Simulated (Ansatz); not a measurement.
Consider the redistribution: `CB(C)[SiH2]Cl` + `SS[SiH2]Cl` → `Cl[SiH2]S[SiH2]Cl` + `CB(C)S`.

Program: Ansatz. Geometries: PBE0-D4/def2-TZVP. ΔE: electronic, gas phase. CCSD(T)/CBS adds triple-zeta CCSD(T) − MP2 to the extrapolated MP2 energy (def2 sets, frozen cores). Functionals use def2-TZVPP. One conformer a species, not always the lowest.

| level | ΔE (kcal/mol) | difference from CCSD(T)/CBS |
| --- | --- | --- |
| r2SCAN-D4 | -51.8 | 0.1 |
| PBE0-D4 | -50.4 | 1.5 |
| B2PLYP | -51.4 | 0.5 |
| PBE | -48.0 | 3.9 |
| HF/def2-TZVPP | -51.6 | 0.3 |
| SCS-MP2/def2-TZVPP | -53.8 | -1.9 |
| CCSD/def2-TZVPP | -52.3 | -0.4 |
| MP2/def2-QZVPP | -55.3 | -3.4 |
| SCS-MP2/def2-QZVPP | -53.4 | -1.5 |
| HF/CBS(def2) | -51.3 | 0.6 |
| CCSD(T)/CBS | -51.9 | 0 |

Largest T1 diagnostic among the species: 0.012.

From PBE to PBE0 (25 % exact exchange), in def2-TZVPP and without D4, ΔE moves by −1.9 kcal/mol. The D4 term adds −1.1 kcal/mol with B3LYP and −0.6 kcal/mol with PBE0; it sums over pairs of atoms, weighted by their polarisabilities, and B3LYP, whose exchange is more repulsive, gets the larger term. In def2-TZVPP, CCSD(T) changes the Hartree–Fock value by −1.1 kcal/mol (the triples alone add −0.4 kcal/mol) and MP2 by −4.3 kcal/mol.

B3LYP here is the variant with VWN-RPA as its local correlation; programs differ in this.
